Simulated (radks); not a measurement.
Question: The oxygen ion O6+, [He]. All-electron calculation, non-relativistic Kohn-Sham, exchange-only B88, spin-polarised, spherical densities, point nucleus. Program: a radial shooting solver on a logarithmic mesh with Libxc functionals. Every spin shell is full or empty, so the densities are truly spherical. Functionals are evaluated on that one density, not self-consistently. Rank these exchange functionals by their error against the exact value of the orbitals, and give that value: LDA, PBEsol, revPBE, PW91, PW86, AM05, B86b, G96, EV93, revTPSS, SCAN, MS2, Tao-Mo, TASK, MVS.

Answer: Exact: -4.76752 hartree. From best to worst, with 100 (|E| - |E exact|)/|E exact| (equal figures are ties): revTPSS +0.09, PW86 -0.09, TASK +0.11, SCAN +0.11, MVS +0.13, MS2 +0.15, Tao-Mo +0.16, G96 -0.24, revPBE -0.40, B86b -0.91, PW91 -1.56, EV93 +3.99, PBEsol -6.16, AM05 -10.91, LDA -14.13.
